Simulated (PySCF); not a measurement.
**From computed data to an observable: oscillator strength and radiative lifetime**

Si(Cl)(F)2(NHMe) (CH4ClF2NSi), SMILES CN[Si](F)(F)Cl.

Geometry: ωB97X-D3(BJ)/def2-SVP. The structure was generated by enumeration, and PubChem lists no compound with its InChIKey, so it may never have been made. The values are those of a single conformer.

PySCF 2.14.0 with TDDFT-B3LYP/def2-SVPD puts the first singlet state with f over 0.02 at 8.29 eV (vertical), with the transition dipole (0.348, -0.044, -0.164) in atomic units.

Find the oscillator strength, the wavelength and the radiative lifetime that this transition would have in vacuum if emission retraced absorption.


|μ|² = 0.1499 au, so |μ| = 0.98 D. ΔE = 8.29/27.211 = 0.3047 hartree. f = (2/3) ΔE |μ|² = 0.030 (the program prints 0.030).
λ = 1239.84/8.29 = 150 nm; ν = 66863 cm⁻¹.
Einstein's coefficient A = 0.6670 ν² f s⁻¹ (ν in cm⁻¹) = 9.1e7 s⁻¹, so τ = 1/A = 11 ns. This state is S5; the lower singlets have f = 0.005, 0.016, 0.004, 0.006. The figure is the radiative limit of this one transition; relaxation, internal conversion, crossing to triplets and a medium change what is measured.
